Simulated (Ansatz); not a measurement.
Geometry optimisation, Ansatz, RKS PBE0/def2-SVP.

Input:

```yaml
crystal:
  periodic: [false, false, false]
  atoms:
    - { symbol: Sn, position_ang: [0.384226, 0.575828, -0.302347] }
    - { symbol: H, position_ang: [-0.042206, -0.221261, 2.504918] }
    - { symbol: Cl, position_ang: [2.128111, -0.22502, -1.651456] }
    - { symbol: Cl, position_ang: [-1.134444, 1.733115, -1.651345] }
    - { symbol: H, position_ang: [-0.401828, -0.789402, 0.331978] }
    - { symbol: S, position_ang: [1.309511, 2.285401, 1.15494] }
    - { symbol: H, position_ang: [2.368546, 1.514403, 1.494575] }
    - { symbol: H, position_ang: [0.226984, 0.432634, 2.635237] }
basis:
  gaussian: { orbitals: def2-SVP }
hamiltonian:
  xc: pbe0
relax:
  f_tol: 0.03
  max_steps: 50
output:
  orbitals: {}
```

Launched with:

```bash
$ ansatz run input.yaml --threads 2 --pin off --max-ram 3072MiB --backend cpu --events-out ev --progress --plain --runs-dir out
```

Q: Where does it end, and by what steps?

A: The forces met the threshold. The force dipped under the threshold on the way, but the program's further checks kept it going. After 19 steps the energy has fallen by 0.215 eV; H2 moved furthest, 1.13 Å.

```csv
step,energy less start (eV),largest force component (eV/Å),accepted
0,0.0000,1.680,yes
1,-0.1198,0.153,yes
2,-0.1629,0.088,yes
3,-0.1829,0.069,yes
4,-0.1908,0.033,yes
5,-0.1922,0.057,yes
6,-0.1933,0.247,yes
7,-0.1974,0.020,yes
8,-0.1906,0.667,no
9,-0.1993,0.156,yes
10,-0.1996,0.276,yes
11,-0.2006,0.299,yes
12,-0.2075,0.117,yes
13,-0.2106,0.041,yes
14,-0.2030,0.616,no
15,-0.2122,0.025,yes
16,-0.2124,0.216,yes
17,-0.2132,0.149,yes
18,-0.2145,0.021,yes
19,-0.2149,0.026,yes
```

```xyz
8
Properties=species:S:1:pos:R:3
Sn 0.367 0.664 -0.497
H -0.239 -0.586 3.557
Cl 2.226 -0.278 -1.566
Cl -0.784 1.889 -2.128
H -0.667 -0.556 0.083
S 1.249 2.131 1.186
H 2.478 2.088 0.620
H 0.209 -0.046 3.261
```

Whether the end is a true minimum wasn't checked by a vibrational analysis.

The run took 64 s on 2 threads of Arm Neoverse V1, on a shared host, peak memory 0.24 GiB.
